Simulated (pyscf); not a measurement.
Single points on ωB97X-D3(BJ)/def2-SVP structures (PySCF, gas phase).

Question: What is the homolytic dissociation enthalpy (298 K, ωB97M-D3(BJ)/def2-TZVP) of the C–C bond of `[F][C]([F])([Cl])[CH]([Cl])[Cl]`, to F–C•(F)–Cl + Cl–CH•–Cl?

Answer: C–C to F–C•(F)–Cl + Cl–CH•–Cl: 83.0 kcal/mol. The 7 functionals that were run give +73.5 (r²SCAN) to +84.1 kcal/mol (M06-2X).
